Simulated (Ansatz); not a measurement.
`[F][SnH]([Cl])[Cl]` + HBr → `[Cl][SnH]([Cl])[Br]` + H–F at 700 K and 1 bar (ligand exchange at the Sn–F bond).

Isolated molecules relaxed with PBE0-D4/def2-TZVP in Ansatz; ΔE leaves out vibrations. CCSD(T)/CBS adds triple-zeta CCSD(T) − MP2 to the extrapolated MP2 energy (def2 sets, frozen cores). This one scheme is used for every species. Elements past krypton have def2 core potentials. For Br, Sn outer-core shells are correlated without core-valence functions, which leaves a few kJ/mol of doubt a bond. Scalar relativity is left out up to krypton.

```
              species  CCSD(T)/CBS energy (Eh)  H − E (kJ/mol)  S (J/(mol·K))
 `[F][SnH]([Cl])[Cl]`              -1234.09211            85.0          422.0
                  HBr              -2573.91920            36.5          223.7
`[Cl][SnH]([Cl])[Br]`              -3707.63582            84.2          446.3
                  H–F               -100.39570            45.2          198.5
```

H − E and S are ideal-gas, rigid-rotor, harmonic terms from PBE0-D4/def2-TZVP. 1 Eh = 2625.50 kJ/mol, R = 8.31446 J/(mol·K).

Q: By hand: ΔE, ΔH, ΔS and ΔG.

A: ΔE = (-3707.63582) + (-100.39570) − (-1234.09211) − (-2573.91920) = -0.02021 Eh = -53.1 kJ/mol. Δ(H − E) = 84.2 + 45.2 − 85.0 − 36.5 = 7.9, so ΔH = -45.2 kJ/mol. ΔS = 446.3 + 198.5 − 422.0 − 223.7 = -0.9 J/(mol·K). ΔG = -45.2 − 700 × (-0.9)/1000 = -44.6 kJ/mol.

Q: By hand: the equilibrium constant, and the temperature at which ΔG would vanish if ΔH and ΔS stayed fixed.

A: log₁₀ K = −ΔG/(RT ln 10) = 3.3. ΔG = 0 at ΔH/ΔS = 50222 K, far beyond where these terms or the molecules hold.

The number of gas molecules stays the same, so ΔS is small and ΔH decides. A doubt of 5 kJ/mol in ΔE shifts log₁₀ K by 0.4 here. These are equilibria of isolated gas molecules and say nothing of rates. Largest T1 diagnostic: 0.012 (customary marks: 0.02 for closed shells, 0.045 for open ones).
